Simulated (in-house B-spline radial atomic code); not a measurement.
Configurations of La2+, with energies counted from [Xe] 5d1. Computed with a B-spline radial code for spherical atoms: scalar-relativistic (X2C) CAM-B3LYP, spin-polarised, spherical fractional occupations, exact exchange averaged over the configuration, Fermi nucleus of rms radius 4.855 fm. Shells without spins written out take the highest spin.

Occupations are held fixed; configurations that lie above the ionisation limit could autoionise.

| configuration | E - E(ref) (eV) | highest orbital | its <r> (bohr) |
| --- | --- | --- | --- |
| [Xe] 4f1 | 0.11964 | 4f up | 1.291 |
| [Xe] 6s1 | 1.4386 | 6s up | 3.675 |
| [Xe] 5f1 | 11.222 | 5f up | 5.76 |
| [Kr] 4d10 5s2 5p5 5d2 | 19.613 | 5d up | 2.483 |
| [Kr] 4d9 5s2 5p6 5d1 6f1 | 121.55 | 6f up | 9.596 |

**Question.** Order these further configurations by energy, lowest first.
A. [Kr] 4d10 5s2 5p5 5d1 6p1
B. [Kr] 4d10 5s2 5p5 5d1 6f1
C. [Kr] 4d9 5s2 5p6 5d1 5f1
D. [Xe] 6d1
E. [Kr] 4d10 4f1 5s2 5p5 5d1

**Answer.** D (10.012 eV), E (18.545 eV), A (25.892 eV), B (34.885 eV), C (118.69 eV).

**Question.** How far above the reference does [Kr] 4d9 5s2 5p6 5d1 6p1 lie?

**Answer.** 112.42 eV; its least bound orbital is 6p up with <r> = 4.169 bohr.
